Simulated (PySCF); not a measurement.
PySCF input:

```python
from pyscf import gto, scf, dft

mol = gto.M(
    atom='''
    Ga    0.30374815    0.11982264    0.09043944
    F    -0.68066706    0.93279515   -1.13588949
    F    -0.36557658   -1.34551759    0.82437587
    ''',
    basis='def2-tzvpd',
    charge=1,
    spin=0,
    verbose=4,
)

mf = dft.RKS(mol, xc='m062x').density_fit(auxbasis='def2-universal-jkfit')
mf.grids.level = 4
mf.conv_tol = 1e-9
mf.max_cycle = 100
mf.max_memory = 1500
mf.kernel()
if not mf.converged:
    mf = mf.newton()
    mf.kernel(mf.make_rdm1())
mf.analyze()
```

Question: What final total energy does it print?

Answer: -2124.22624 Eh (M06-2X/def2-TZVPD).

This state (charge 1, singlet) is run at the relaxed geometry of the species with charge 0 and multiplicity 2.
